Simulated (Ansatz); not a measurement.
Start from `[CH3][In]([CH3])[SiH3]` and change one atom or group to get `[CH3][In]([CH3])[SeH]`.

Ansatz, PBE0-D4/def2-TZVP geometries, multiplicity 1. Each molecule was computed in one conformer, which needn't be the lowest.

Elements past krypton have def2 core potentials. Scalar relativity is left out up to krypton. Spin–orbit coupling is left out; it splits and shifts lone-pair levels of the heavy atoms by tenths of an eV.

| property | `[CH3][In]([CH3])[SiH3]` |
| --- | --- |
| size of the dipole moment (PBE/def2-TZVPP) / D | 1.10 |
| LUMO energy (ωB97M-V/def2-TZVPP) / eV | -0.06 |
| LUMO energy (PBE/def2-TZVPP) / eV | -2.27 |
| HOMO–LUMO gap (B3LYP/def2-TZVPP) / eV | 4.86 |
| size of the dipole moment (B3LYP/def2-TZVPP) / D | 1.03 |
| HOMO–LUMO gap (ωB97M-V/def2-TZVPP) / eV | 8.80 |

(1) Give the same properties after the change, and the shifts. (An estimate is asked.)

Answers

(1) The calculation gave: 
| property | `[CH3][In]([CH3])[SeH]` | shift |
| --- | --- | --- |
| size of the dipole moment (PBE/def2-TZVPP) / D | 2.29 | 1.19 |
| LUMO energy (ωB97M-V/def2-TZVPP) / eV | 0.41 | 0.47 |
| LUMO energy (PBE/def2-TZVPP) / eV | -1.70 | 0.57 |
| HOMO–LUMO gap (B3LYP/def2-TZVPP) / eV | 5.23 | 0.37 |
| size of the dipole moment (B3LYP/def2-TZVPP) / D | 2.38 | 1.35 |
| HOMO–LUMO gap (ωB97M-V/def2-TZVPP) / eV | 9.28 | 0.48 |

With PBE0 the HOMO rises by 0.13 eV and the LUMO rises by 0.53 eV, so the gap widens by about 0.40 eV. PBE moves the HOMO by 0.20 eV and ωB97M-V by 0.00 eV. Dipoles are sizes alone; their direction can turn.

Positive LUMOs are unbound, so they and the gaps depend on the basis.

B3LYP here is the variant with VWN-RPA as its local correlation; programs differ in this.
